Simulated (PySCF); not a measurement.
Frontier levels across methods

Species: C3H6ClFSi.
Geometry (PBE0-D3(BJ)/def2-SVP, Å), atoms numbered from 1 in this order:
```
atom  x, y, z in Å
C1    -1.9103   -0.6558   -0.3588
C2    -1.1994   -0.1762    0.6676
Si3    0.4091    0.7240    0.4654
C4     1.7281   -0.2161   -0.4310
F5     0.9435    1.0883    1.9558
Cl6    0.0963    2.5131   -0.5201
H7    -2.8551   -1.1915   -0.2168
H8    -1.5895   -0.5268   -1.3993
H9    -1.5777   -0.3242    1.6875
H10    2.6473    0.3844   -0.5036
H11    1.9574   -1.1531    0.0990
H12    1.3984   -0.4662   -1.4510
```

Basis pcSseg-1 throughout (PySCF), one geometry. Geometry: PBE0-D3(BJ)/def2-SVP, one conformer, isolated molecule.

Question: How do the orbital energies, the gap and the dipole change with the method?

Answer: 
```json
{"method": "BLYP", "kind": "GGA", "HOMO (eV)": "-7.01", "LUMO (eV)": "-1.82", "gap (eV)": "5.19", "μ (D)": "2.64", "SCF cycles": "14"}
{"method": "B97-D", "kind": "GGA", "HOMO (eV)": "-7.14", "LUMO (eV)": "-1.88", "gap (eV)": "5.26", "μ (D)": "2.72", "SCF cycles": "14"}
{"method": "KT3", "kind": "GGA", "HOMO (eV)": "-7.21", "LUMO (eV)": "-1.93", "gap (eV)": "5.27", "μ (D)": "2.68", "SCF cycles": "16"}
{"method": "OPBE", "kind": "GGA", "HOMO (eV)": "-7.21", "LUMO (eV)": "-1.90", "gap (eV)": "5.31", "μ (D)": "2.73", "SCF cycles": "15"}
{"method": "PBE", "kind": "GGA", "HOMO (eV)": "-7.21", "LUMO (eV)": "-2.00", "gap (eV)": "5.22", "μ (D)": "2.69", "SCF cycles": "14"}
{"method": "KT2", "kind": "GGA", "HOMO (eV)": "-7.22", "LUMO (eV)": "-1.99", "gap (eV)": "5.23", "μ (D)": "2.72", "SCF cycles": "15"}
{"method": "BP86", "kind": "GGA", "HOMO (eV)": "-7.31", "LUMO (eV)": "-2.09", "gap (eV)": "5.22", "μ (D)": "2.72", "SCF cycles": "14"}
{"method": "LDA", "kind": "LDA", "HOMO (eV)": "-7.40", "LUMO (eV)": "-2.24", "gap (eV)": "5.15", "μ (D)": "2.79", "SCF cycles": "15"}
{"method": "B3LYP", "kind": "global hybrid", "HOMO (eV)": "-8.13", "LUMO (eV)": "-1.22", "gap (eV)": "6.91", "μ (D)": "2.79", "SCF cycles": "14"}
{"method": "HF", "kind": "Hartree–Fock", "HOMO (eV)": "-10.82", "LUMO (eV)": "2.78", "gap (eV)": "13.59", "μ (D)": "3.12", "SCF cycles": "10"}
```

The HOMO spans 3.80 eV, from BLYP down to HF, and the gap runs from 5.15 eV (LDA) to 13.59 eV (HF). Over the methods BLYP (0 %), B97-D (0 %), KT3 (0 %), OPBE (0 %), PBE (0 %), KT2 (0 %), BP86 (0 %), LDA (0 %), B3LYP (20 %), HF (100 %), a straight line through the gap against the share of exact exchange rises by 0.84 eV for each 10 % (correlation coefficient 1.000). The dipole ranges from 2.64 D (BLYP) to 3.12 D (HF). This basis has no diffuse functions.
